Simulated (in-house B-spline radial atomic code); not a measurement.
## LDA VWN5 excitations of La IV (La3+)

Method: LDA VWN5. Computed with an all-electron radial atomic-structure program (B-spline basis): linear response of the closed shell [Kr] 4d10 5s2 5p6 with the functional's adiabatic kernel; scalar-relativistic (spin-free one-electron X2C), finite nucleus, no spin-orbit coupling, no double excitations, S, P, D and F terms only; shells from n = 3 respond. Only terms of natural parity with L up to 3 were computed.

Spin-orbit coupling is strong here, so these LS terms don't match observed levels.

Command:
```bash
python run_td.py task.json out
```
Settings (radii: box in bohr, nucleus in fm):
```
Z                        57
electrons                54
configuration            [Kr] 4d10 5s2 5p6
hamiltonian              x2c
method                   lda,vwn
box_radius               23.08
rms_radius               4.855
intervals                72
```

Cost of the run: 3.6 s on 1 thread of Arm Neoverse N1, on a shared host.

The lowest states, in the order of their Tamm-Dancoff energies; the method's threshold (minus the highest occupied level) is 44.92 eV. Labels give the largest channel, * marks a mixed state, and oscillator strengths are full-response dipole values. Semilocal kernels can invert the small singlet-triplet splittings of Rydberg terms. Energies in eV:

```json
{"state": "5p → 4f 3D", "full response": "?", "Tamm-Dancoff": "?", "oscillator strength": "-"}
{"state": "5p → 4f 1D", "full response": "18.674", "Tamm-Dancoff": "18.822", "oscillator strength": "-"}
{"state": "5p → 5d 3P", "full response": "20.309", "Tamm-Dancoff": "20.348", "oscillator strength": "-"}
{"state": "5p → 5d 3F", "full response": "20.684", "Tamm-Dancoff": "20.716", "oscillator strength": "-"}
{"state": "5p → 5d 1F", "full response": "21.907", "Tamm-Dancoff": "21.936", "oscillator strength": "-"}
{"state": "5p → 6s 3P", "full response": "24.381", "Tamm-Dancoff": "24.386", "oscillator strength": "-"}
{"state": "5p → 6s 1P", "full response": "24.671", "Tamm-Dancoff": "24.706", "oscillator strength": "0.191"}
{"state": "5p → 5d 1P", "full response": "?", "Tamm-Dancoff": "?", "oscillator strength": "?"}
{"state": "5p → 6p 3S", "full response": "28.687", "Tamm-Dancoff": "28.698", "oscillator strength": "-"}
{"state": "5p → 6p 3D", "full response": "28.984", "Tamm-Dancoff": "28.988", "oscillator strength": "-"}
```

(1) Where does 5p → 4f 3D lie?

(2) Where does 5p → 5d 1P lie?

(3) How large is the singlet-triplet splitting of 5p → 4f (D terms) in Tamm-Dancoff?

(4) What polarisabilities and dispersion coefficient does the method give?

Results:

(1) At 16.478 eV in full response, 16.510 eV in Tamm-Dancoff.

(2) At 26.166 eV in full response, 26.986 eV in Tamm-Dancoff, oscillator strength 5.75.

(3) 2.31 eV, from the unrounded values.

(4) Dipole 7.681 bohr³, quadrupole 28.51 bohr⁵, C6 49.03 hartree·bohr⁶ for two such species.
